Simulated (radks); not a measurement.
Results of a calculation; reference values are marked as such.
Neutral cadmium inside a hard spherical wall (all orbitals vanish at R), configuration held at [Kr] 4d10 5s2 and not refilled when levels cross. Code: a radial shooting solver on a logarithmic mesh with Libxc functionals. Model: scalar-relativistic Kohn-Sham, PBE, spin-polarised, spherical densities, point nucleus. Eigenvalues in eV for spin up, with the zero of energy where the potential of the charges vanishes at infinity; a dash marks a level that is unbound or too diffuse for the functional's potential to be trusted. A positive occupied level is held by the wall or, in an anion where self-interaction has pushed it up, behind a barrier. The pressure on the wall is -dE/dV.

| R (bohr) | E (hartree) | kinetic (hartree) | e(4s) | e(4p) | e(4d) | e(5s) | e(5p, empty) | e(6s, empty) | pressure (GPa) |
|---|---|---|---|---|---|---|---|---|---|
| free | -5594.65385 | 5821.747 | -105.92 | -66.967 | -11.733 | -5.660 | -1.183 | - | 0 |
| 15 | -5594.65385 | 5821.747 | -105.92 | -66.967 | -11.733 | -5.660 | -1.178 | 0.290 | < 0.0001 |
| 10 | -5594.65366 | 5821.749 | -105.90 | -66.949 | -11.715 | -5.644 | -1.062 | 1.602 | 0.00561 |
| 7 | -5594.64624 | 5821.804 | -105.58 | -66.627 | -11.401 | -5.333 | -0.239 | 6.278 | 0.438 |
| 5 | -5594.56576 | 5822.226 | -103.99 | -65.040 | -9.887 | -3.411 | 3.108 | 19.998 | 10.5 |
| 4 | -5594.31849 | 5823.332 | -101.11 | -62.217 | -7.227 | 0.738 | 9.182 | 41.016 | 69.6 |
| 3.5 | -5593.95122 | 5824.873 | -97.993 | -59.193 | -4.341 | 5.777 | 15.998 | 62.278 | 208 |
| 3 | -5593.06556 | 5828.433 | -92.313 | -53.730 | 1.063 | 16.119 | 29.253 | 100.01 | 713 |
| 2 | -5582.75604 | 5866.880 | -57.872 | -19.578 | 38.923 | 102.59 | 129.09 | 334.97 | 16600 |
